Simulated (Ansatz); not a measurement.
Basis sets compared for Li₃Cl₂ (the lowest doublet isomer of a short search). Total charge 0; doublet. Geometry PBE0-D4/def2-TZVP. Ansatz on 4 threads of Arm Neoverse V1 on a shared host; times are rough, and most runs start from earlier orbitals.

```xyz
5

Li   -1.529    1.374    0.233
Li    0.140    0.241   -2.050
Li    0.694   -0.808    0.909
Cl    1.478   -1.172   -1.093
Cl   -0.784    0.365    2.002
```

The structure comes from a short search, and lower isomers may exist.

Binding counts from free atoms (Li doublet, Cl doublet) in the same basis, without a counterpoise term.

| level | functions | energy (Eh) | HOMO (eV) | LUMO (eV) | binding per atom (eV) | wall time |
| --- | --- | --- | --- | --- | --- | --- |
| PBE-D4/def2-SVP | 63 | -942.4272 | -3.34 | -1.95 | 2.57 | 0.9 s |
| PBE-D4/def2-TZVP | 116 | -942.7559 | -3.49 | -2.08 | 2.47 | 1.2 s |
| r2SCAN-D4/def2-TZVP | 116 | -943.1293 | -3.59 | -1.99 | 2.49 | 3.2 s |
| PBE0-D4/def2-SVP | 63 | -942.5226 | -4.04 | -1.37 | 2.54 | 1.4 s |
| PBE0-D4/def2-TZVP | 116 | -942.8459 | -4.18 | -1.49 | 2.45 | 2.4 s |

(1) Estimate the rows for PBE-D4/def2-TZVPD, r2SCAN-D4/def2-TZVPD, PBE0-D4/def2-TZVPD.

Results:

(1) 
| level | functions | energy (Eh) | HOMO (eV) | LUMO (eV) | binding per atom (eV) | wall time |
| --- | --- | --- | --- | --- | --- | --- |
| PBE-D4/def2-TZVPD | 143 | -942.7591 | -3.45 | -1.97 | 2.47 | 1.9 s |
| r2SCAN-D4/def2-TZVPD | 143 | -943.1325 | -3.53 | -1.87 | 2.50 | 4.3 s |
| PBE0-D4/def2-TZVPD | 143 | -942.8491 | -4.13 | -1.35 | 2.46 | 2.3 s |
